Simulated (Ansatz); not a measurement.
A trace of molecular dynamics of ClF$_{3}$GeH$_{3}$Si (9 atoms, charge 0, multiplicity 2).

Computed with UHF/def2-SVP in Ansatz.

| Property | Result |
| --- | --- |
| ensemble | NVE (velocity Verlet) |
| starting velocities drawn for | 300 K |
| seed | 5413 |

```
time (fs)  T (K)  potential energy less start (eV)  conserved less start (meV/atom)
        0    300                             0.000                             0.00
        4    263                             0.033                             0.02
        8    229                             0.065                             0.01
       12    193                             0.097                             0.02
       16    182                             0.107                             0.02
       20    174                             0.114                             0.01
       24    155                             0.131                             0.03
       28    200                             0.090                             0.01
       32    289                             0.010                             0.03
       36    483                            -0.166                             0.01
       40    716                            -0.376                             0.02
       44    953                            -0.591                             0.00
       48   1077                            -0.703                            -0.01
       52   1018                            -0.649                            -0.01
       56    840                            -0.489                             0.00
       60    680                            -0.344                             0.03
       64    767                            -0.423                             0.01
       68    997                            -0.631                             0.00
       72   1208                            -0.821                            -0.02
       76   1235                            -0.846                            -0.01
       80   1120                            -0.742                             0.00
       84    941                            -0.580                             0.00
       88    759                            -0.415                             0.02
       92    681                            -0.344                             0.01
       96    688                            -0.351                             0.02
      100    817                            -0.468                             0.00
```

Q: Can this run be trusted? Judge the integration.

A: The conserved energy stayed within 0.033 meV per atom of its start (net change 0.00044 meV per atom), so the integration is sound. The kinetic energy rose, since the run started high on the potential surface and went downhill. It ends in pieces (ClF3Ge + H3Si), so much of that is their flight and rotation, not heat. A run of 0.1 ps of so small a system gives no equilibrium averages. The time step was 0.5 fs.

Time of the run: 5.9 min on 4 threads of Arm Neoverse V1 (shared host), peak memory 0.46 GiB.
